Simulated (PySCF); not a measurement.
PySCF input file for GeH4, SMILES [GeH4], C-PCM-ωB97X/def2-TZVPD. The structure is a stationary point at ωB97X-D3(BJ)/def2-TZVPD. The isomer is the one that the SMILES or the coordinates give; other isomers of the formula were not compared.

```python
import numpy as np
from pyscf import gto, scf, dft
from pyscf.solvent import pcm

mol = gto.M(
    atom='''
    Ge   -0.00000000   -0.00000000    0.00000000
    H     0.88447099   -0.88447099   -0.88447099
    H    -0.88447099   -0.88447099    0.88447100
    H    -0.88447099    0.88447098   -0.88447099
    H     0.88447099    0.88447100    0.88447098
    ''',
    basis='def2-TZVPD',
    charge=0,
    spin=0,
    max_memory=1600,
    verbose=3,
)
mf = dft.RKS(mol, xc='wb97x').density_fit(auxbasis='def2-universal-jkfit')
mf.grids.level = 3
mf.conv_tol = 1e-9
mf.max_cycle = 100
mf.kernel()
res = {}
for name, eps in {'water': 78.355, 'acetonitrile': 35.688, 'methanol': 32.613}.items():
    s = mf.PCM()
    s.with_solvent.method, s.with_solvent.eps, s.with_solvent.lebedev_order = 'C-PCM', eps, 29
    s.kernel(mf.make_rdm1())
    res[name] = (s.e_tot, eps, s.dip_moment(), s.mo_energy, s.converged)
    print(f'{name}: electrostatic solvation free energy {(s.e_tot - mf.e_tot) * 627.509474:.3f} kcal/mol')
```

Output:

```
converged SCF energy = -2079.43316769835

WARN: PCM is an experimental feature. It is still in testing.
Features and APIs may be changed in the future.

converged SCF energy = -2079.43333236692
Dipole moment(X, Y, Z, Debye):  0.00000,  0.00000, -0.00000
water: electrostatic solvation free energy -0.103 kcal/mol

WARN: PCM is an experimental feature. It is still in testing.
Features and APIs may be changed in the future.

converged SCF energy = -2079.4333298144
Dipole moment(X, Y, Z, Debye):  0.00000,  0.00000, -0.00000
acetonitrile: electrostatic solvation free energy -0.102 kcal/mol

WARN: PCM is an experimental feature. It is still in testing.
Features and APIs may be changed in the future.

converged SCF energy = -2079.43332937243
Dipole moment(X, Y, Z, Debye):  0.00000,  0.00000, -0.00000
methanol: electrostatic solvation free energy -0.101 kcal/mol
```

Self-consistency was reached.
